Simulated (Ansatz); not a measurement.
A made-up structure of SiHClO2, singlet:

O1  (-0.492, -1.505, 0.739)
Si2  (-0.228, -0.346, 0.132)
O3  (1.078, 0.058, 0.324)
Cl4  (-1.480, 0.969, -1.073)
H5  (1.122, 0.825, -0.121)
(Å)

It is relaxed with PBE-D4/def2-SVP and then PBE0-D4/def2-TZVP (Ansatz 0.2.0). Atoms count as bonded within 1.22 times the sum of their covalent radii (H–H: 0.88 Å). The end point is not checked to be a true minimum.

Question: Does its bonding change? (Judge from chemistry; the calculation decides.)

Answer: Computed: No: no bond forms or breaks.

Where it ends: The first stage lowers the energy by 4.72 eV in 8 steps. It ends as SiHClO₂ ([O][Si]([OH])[Cl]):
| atom | x (Å) | y (Å) | z (Å) |
| --- | --- | --- | --- |
| O1 | -0.7789 | -1.6955 | 0.7594 |
| Si2 | -0.3037 | -0.4067 | 0.1431 |
| O3 | 1.1742 | 0.2191 | 0.2611 |
| Cl4 | -1.4393 | 0.8299 | -0.9809 |
| H5 | 1.3476 | 1.0532 | -0.1827 |

Labels in which every atom is bracketed show which atoms are joined, not bond orders.

For scale, one of the runs: PBE0-D4/def2-TZVP relaxation, 142 basis functions, launched by `ansatz run in.yaml --threads 2 --pin off --events-out ev --progress --plain --max-ram 4352MiB`. The run took about 30 s on 2 CPU threads of an Arm Neoverse V1 (shared host).
